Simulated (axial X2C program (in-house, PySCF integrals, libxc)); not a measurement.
# SrO: cheaper levels and CCSD(T), with spin–orbit coupling

Computed with an axial X2C code built on PySCF integrals. Two-component (2c) means X2C with spin–orbit coupling and atomic mean-field two-electron Coulomb and Gaunt terms. Basis: Sr dyall-cv3z [13s12p8d5f1g], O dyall-av3z [7s6p3d2f] (cores contracted in-house); Gaussian nuclei, density fitting, unrestricted open shells. Masses: Sr 87.906 u, O 15.995 u.

State: Ω = 0 (closed shell); fragments Sr + O.

```json
{"level": "PBE0", "Re (Å)": "1.894", "ωe (cm⁻¹)": "705.2", "De (eV)": "4.29"}
{"level": "HF", "Re (Å)": "1.900", "ωe (cm⁻¹)": "727.2", "De (eV)": "0.654"}
{"level": "MP2", "Re (Å)": "1.973", "ωe (cm⁻¹)": "606.7", "De (eV)": "4.75"}
{"level": "TPSSh", "Re (Å)": "1.914", "ωe (cm⁻¹)": "684.0", "De (eV)": "4.54"}
```

Correlated methods: 8 electrons correlated (number of frozen shells: Sr 4 s, 3 p, 1 d; O 1 s), 262 virtual spin orbitals or spinors in MP2, 90 natural virtuals in coupled cluster.

CCSD(T), same Hamiltonian and basis:

Re = 1.959 Å, ωe = 635.4 cm⁻¹, De = 3.89 eV; T1 = 0.028 (Lee–Taylor normalisation).

Give the differences from CCSD(T) in the columns below.



| level | ΔRe (Å) | Δωe (cm⁻¹) | ΔDe (eV) |
| --- | --- | --- | --- |
| PBE0 | -0.065 | 70 | 0.40 |
| HF | -0.059 | 92 | -3.24 |
| MP2 | 0.014 | -29 | 0.86 |
| TPSSh | -0.045 | 49 | 0.65 |

The state is a single determinant with fixed occupations, the lowest that a limited PBE0 search found. Closed shells are restricted here (equal orbitals for both partners); the stretched side of such a curve lies too high. Dissociation energies refer to the lowest single-determinant-based atoms at the same level and basis. CCSD and (T) use frozen natural virtuals with an MP2 correction for the truncation; (T) itself is uncorrected, so its De runs slightly low. The 2c atoms are single determinants rather than J levels; their spin–orbit lowering is only partly caught, and De is too large by that part. This holds for PBE0, TPSSh. Without a current term, density functionals place determinants with orbital angular momentum somewhat too high. The outer-core s and p shells of the metal are frozen in the correlated rows, which leaves out core–valence correlation; for alkali and alkaline-earth bonds that tends to lengthen them. The T1 diagnostic is large, a sign of multireference character. With the outer-core shells frozen, correlated bond lengths of heavy atoms tend to come out a few hundredths of an ångström too long.
